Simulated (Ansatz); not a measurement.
Computed with Ansatz on PBE0-D4/def2-TZVP structures; ΔE is electronic, products minus reactants. CCSD(T)/CBS adds triple-zeta CCSD(T) − MP2 to the extrapolated MP2 energy (def2 sets, frozen cores). This one scheme is used for every species. DFT in def2-TZVPP. One conformer a species, not always the lowest.

Consider the ligand exchange at the Al–N bond: `C/C(O)=[N]\[AlH2]` + `N[SiH2][SiH3]` → `[AlH2][NH][SiH2][SiH3]` + `CC(=N)O`.

(1) Is it downhill or uphill in electronic energy at CCSD(T)/CBS, and by how much? (Estimate.)

(2) What do these levels give: r2SCAN-D4, ωB97X-V, CCSD(T)/def2-TZVPP, HF/def2-QZVPP, HF/CBS(def2), MP2/CBS(def2)? (An estimate is asked.)

Largest T1 diagnostic among the species: 0.014.

Answers

(1) The calculation gave: Downhill: ΔE = -19.9 kJ/mol.

(2) Ansatz gave: r2SCAN-D4 -14.0, ωB97X-V -16.9, CCSD(T)/def2-TZVPP -21.1, HF/def2-QZVPP -16.0, HF/CBS(def2) -16.1, MP2/CBS(def2) -17.0 kJ/mol.
